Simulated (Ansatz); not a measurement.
C2H6OSSi, SMILES `CC(=S)[SiH2]O`, relaxed with RKS PBE-D4/def2-SVP in the Gaussian-basis code of Ansatz from a rough embedded geometry. The force threshold is 0.03 eV/Å; the program also tests the step.

The species carries charge 0 and has multiplicity 1.

Start:

```xyz
11

C     0.746    0.920   -1.303
C     0.597    0.319    0.069
S     1.640    0.732    1.302
Si   -0.743   -0.936    0.467
O    -1.364   -0.766    2.047
H     0.425    0.153   -2.072
H     1.702    1.282   -1.527
H    -0.017    1.701   -1.389
H    -0.346   -2.280    0.212
H    -1.930   -0.648   -0.472
H    -0.709   -0.476    2.666
```

```tsv
step	energy (eV)	largest force (eV/Å)	largest move (Å)
1	-22909.3608	2.894	0.000
2	-22909.6103	1.003	0.162
3	-22909.6646	0.627	0.086
4	-22909.6890	0.250	0.073
5	-22909.7064	0.140	0.095
6	-22909.7185	0.185	0.126
7	-22909.7243	0.181	0.060
8	-22909.7291	0.079	0.076
9	-22909.7312	0.037	0.054
10	-22909.7318	0.073	0.062
11	-22909.7321	0.035	0.015
12	-22909.7324	0.016	0.014
```

End:

```xyz
11

C     0.801    0.805   -1.286
C     0.466    0.393    0.112
S     1.257    0.966    1.440
Si   -0.945   -0.863    0.463
O    -1.018   -1.057    2.118
H     1.037   -0.092   -1.900
H     1.648    1.517   -1.327
H    -0.092    1.266   -1.766
H    -0.619   -2.146   -0.254
H    -2.224   -0.309   -0.106
H    -0.313   -0.480    2.507
```

Hardware: 4 threads of a server CPU on a shared host. Wall time 12 s, peak host memory 0.18 GiB.
